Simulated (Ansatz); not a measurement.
Basis-set series for `C[S][Zr]([Cl])([S]C)[S]C`. Charge 0, multiplicity 1. Zr takes the def2 core potential. All single points use the PBE0-D4/def2-TZVP geometry. It is one conformer, not always the lowest.

```xyz
17

C    -0.384   -1.511   -1.995
S     0.620   -0.046   -1.566
Zr   -0.641    0.266    0.463
Cl   -2.971    0.319    0.086
S     0.187    2.297    1.415
C    -0.556    3.248    0.045
S    -0.077   -1.497    2.005
C     1.666   -1.921    1.674
H    -0.984   -1.292   -2.877
H    -1.063   -1.824   -1.192
H     0.288   -2.344   -2.196
H     0.227    3.823   -0.446
H    -1.320    3.912    0.446
H    -1.026    2.618   -0.722
H     2.274   -1.545    2.495
H     2.015   -1.496    0.735
H     1.744   -3.007    1.633
```

```tsv
functional	basis	functions	energy (Eh)	HOMO (eV)	LUMO (eV)
PBE0-D4	def2-SVP	190	-1820.46820	-7.23	-2.15
PBE0-D4	def2-QZVPP	802	-1821.24149	-7.23	-2.16
ωB97M-V	def2-SVP	190	-1820.92594	-9.31	-0.15
ωB97M-V	def2-QZVPP	802	-1821.70019	-9.35	-0.24
```

Problem. Give the rows for def2-TZVPP. (Estimate.)

Solution. Computed: 
```csv
functional,basis,functions,energy (Eh),HOMO (eV),LUMO (eV)
PBE0-D4,def2-TZVPP,443,-1821.18291,-7.22,-2.14
ωB97M-V,def2-TZVPP,443,-1821.64399,-9.33,-0.20
```
